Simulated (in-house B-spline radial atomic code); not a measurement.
Response of the iodine ion I⁷⁺ as one setting changes: the share of exact exchange in a PBE hybrid. A dash marks a strongly mixed or unbound state. Computed with an all-electron radial atomic-structure program (B-spline basis): linear response of the closed shell [Kr] 4d10 with the functional's adiabatic kernel; scalar-relativistic (spin-free one-electron X2C), finite nucleus, no spin-orbit coupling, no double excitations, S, P, D and F terms only; shells from n = 2 respond. Only terms of natural parity with L up to 3 were computed.

| share of exact exchange in a PBE hybrid | lowest 1P (eV) | lowest 3P, Tamm-Dancoff (eV) | minus highest occupied level (eV) | α (bohr³) |
| --- | --- | --- | --- | --- |
| 0 | 4d → 5p 61.12 | 4d → 5p 59.22 | 139.75 | 1.061 |
| 0.1 | 4d → 5p 61.63 | 4d → 5p 59.70 | 141.12 | 1.057 |
| 0.2 | ? | ? | ? | ? |
| 0.3 | ? | ? | ? | ? |
| 0.4 | 4d → 5p 63.15 | 4d → 5p 61.14 | 145.25 | 1.043 |
| 0.5 | 4d → 5p 63.64 | 4d → 5p 61.61 | 146.63 | 1.039 |
| 0.6 | 4d → 5p 64.14 | 4d → 5p 62.08 | 148.01 | 1.035 |
| 0.7 | 4d → 5p 64.63 | 4d → 5p 62.55 | 149.40 | 1.031 |
| 0.8 | 4d → 5p 65.12 | 4d → 5p 63.02 | 150.78 | 1.026 |
| 0.9 | 4d → 5p 65.60 | 4d → 5p 63.48 | 152.17 | 1.022 |
| 1 | 4d → 5p 66.09 | 4d → 5p 63.94 | 153.56 | 1.018 |

What belongs in the row for 0.3?

lowest 1P (eV): 4d → 5p 62.64; lowest 3P, Tamm-Dancoff (eV): 4d → 5p 60.66; minus highest occupied level (eV): 143.87; α (bohr³): 1.048.

What belongs in the row for 0.2?

lowest 1P (eV): 4d → 5p 62.14; lowest 3P, Tamm-Dancoff (eV): 4d → 5p 60.19; minus highest occupied level (eV): 142.50; α (bohr³): 1.052.
